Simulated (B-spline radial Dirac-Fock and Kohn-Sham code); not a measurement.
## Satellites and hypersatellites of the K lines of Ce⁴⁺

System: cerium as Ce⁴⁺ in the configuration [Kr] 4d10 5s2 5p6, inside a Watson sphere of charge -4 and radius 2.4 Å (a model of the Madelung potential; inside it an electron's potential energy is raised by 24.0 eV).

Input file task.json (cfg lists n, l and occupation; rrms is the nuclear radius in fm):

```json
{"items": [{
  "Z": 58,
  "q": 4,
  "cfg": [[1, 0, 2], [2, 0, 2], [2, 1, 6], [3, 0, 2], [3, 1, 6], [3, 2, 10], [4, 0, 2], [4, 1, 6], [4, 2, 10], [5, 0, 2], [5, 1, 6]],
  "A": 140,
  "rrms": 4.8771,
  "watson": [-4, 2.4],
  "do": ["binding", "quiet", "double"]
}]}
```

Launch: `python xray_run.py task.json out`

Method: Dirac-Fock (average of configuration) total-energy differences with a finite nucleus, the Breit interaction including its frequency dependence, and self-energy and vacuum-polarisation corrections. Computed with a radial finite-basis atomic code. Each two-hole energy is an average over J within one jj subconfiguration, not an observable level; in light atoms, where LS coupling holds, the j-resolved values are not observed lines, and for a K spectator the Kα1 hypersatellite is nearly forbidden. Correlation energy is missing from these numbers.

Lines without a spectator: Kα2 (K-L2) 34274.9 eV, Kα1 (K-L3) 34715.9 eV, Kβ3 (K-M2) 39162.3 eV, Kβ1 (K-M3) 39250.7 eV. Shifts in eV with one spectator hole (a dash: not computed, or left out as unreliable):

```tsv
spectator hole	Kα2	Kα1	Kβ3	Kβ1
K (1s)	+696.7	+727.4	+893.7	+900.5
L2 (2p1/2)	+80.5	+103.6	–	+212.7
L3 (2p3/2)	+72.8	+74.9	+179.6	–
M2 (3p1/2)	–	+13.25	+28.85	+34.7
M3 (3p3/2)	+8.80	–	+27.90	+27.57
M4 (3d3/2)	+1.96	-1.20	–	–
M5 (3d5/2)	-1.99	+0.55	–	–
```

With n spectator holes in 2p, averaged over the 2p shell (energies in eV):

```tsv
n	KαLⁿ	step	hypersatellite KαʰLⁿ
0	34568.8	–	35286.0
1	34651.2	+82.4	35370.0
2	34735.0	+83.8	35455.4
3	34820.1	+85.2	35542.2
4	34906.7	+86.5	35630.4
5	34994.6	+87.9	35720.0
```
